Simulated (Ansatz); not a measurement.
Reaction (formal exchange of groups at a Ge–C bond): `O[C](F)(F)[GeH3]` + `N[SiH2][SiH2][SiH3]` → `[SiH3][SiH2][SiH2][GeH3]` + `NC(O)(F)F`

Isolated molecules relaxed with PBE0-D4/def2-TZVP in Ansatz; ΔE leaves out vibrations. CCSD(T)/CBS adds triple-zeta CCSD(T) − MP2 to the extrapolated MP2 energy (def2 sets, frozen cores). For Ge outer-core shells are correlated without core-valence functions, which leaves a few kJ/mol of doubt a bond. Scalar relativity is left out up to krypton. Each species was taken in one conformer, which may not be the lowest.

`O[C](F)(F)[GeH3]`:

Cartesian coordinates in Å:
```
O -0.920 -0.767 -1.317
C -0.303 -0.811 -0.102
F 0.532 -1.866 -0.155
F -1.227 -1.093 0.869
Ge 0.705 0.848 0.420
H -1.573 -0.060 -1.310
H 1.863 1.030 -0.567
H 1.208 0.702 1.858
H -0.285 2.018 0.304
```

`N[SiH2][SiH2][SiH3]`:

Cartesian coordinates in Å:
```
N -0.658 -2.684 0.318
Si 0.406 -1.361 0.018
Si -0.810 0.638 -0.016
Si 0.629 2.457 -0.316
H -1.309 -2.636 1.085
H -0.330 -3.627 0.186
H 1.047 -1.593 -1.305
H 1.520 -1.190 1.003
H -1.531 0.807 1.281
H -1.829 0.620 -1.103
H 1.367 2.317 -1.601
H 1.621 2.512 0.792
H -0.124 3.740 -0.341
```

`[SiH3][SiH2][SiH2][GeH3]`:

Z-matrix (Å, degrees):
```
Si
Si 1 2.338
H 1 1.488 2 109.9
H 1 1.488 2 111.3 3 120.6
H 1 1.488 2 109.5 3 -119.1
Si 2 2.337 1 109.6 3 58.5
H 2 1.490 1 110.1 3 -63.6
H 2 1.490 1 109.2 3 177.7
Ge 6 2.380 2 109.8 1 54.9
H 6 1.490 2 109.4 1 -64.6
H 6 1.490 2 110.8 1 176.1
H 9 1.538 6 110.1 2 -64.6
H 9 1.538 6 111.3 2 175.1
H 9 1.538 6 110.3 2 54.7
```

`NC(O)(F)F`:

Z-matrix (Å, degrees):
```
C
O 1 1.366
F 1 1.357 2 109.2
N 1 1.402 2 113.6 3 122.2
F 1 1.357 2 109.2 3 -115.7
H 2 0.965 1 108.7 3 58.0
H 4 1.011 1 110.1 2 60.2
H 4 1.011 1 110.1 2 -60.7
```

```tsv
species	CCSD(T)/def2-TZVPP energy (Eh)
`O[C](F)(F)[GeH3]`	-2390.64749
`N[SiH2][SiH2][SiH3]`	-927.25625
`[SiH3][SiH2][SiH2][GeH3]`	-2948.76235
`NC(O)(F)F`	-369.14786
```

(1) Work out ΔE.

Largest T1 diagnostic among the species: 0.013.

## Answers

(1) ΔE = (-2948.76235) + (-369.14786) − (-2390.64749) − (-927.25625) = -0.00647 Eh = -0.18 eV. CCSD(T)/CBS gives -0.13 eV.

The D4 term adds −0.04 eV with B3LYP and −0.02 eV with PBE0; it sums over pairs of atoms, weighted by their polarisabilities, and B3LYP, whose exchange is more repulsive, gets the larger term. From PBE to PBE0 (25 % exact exchange), in def2-TZVPP and without D4, ΔE moves by −0.06 eV.

B3LYP here is the variant with VWN-RPA as its local correlation; programs differ in this.
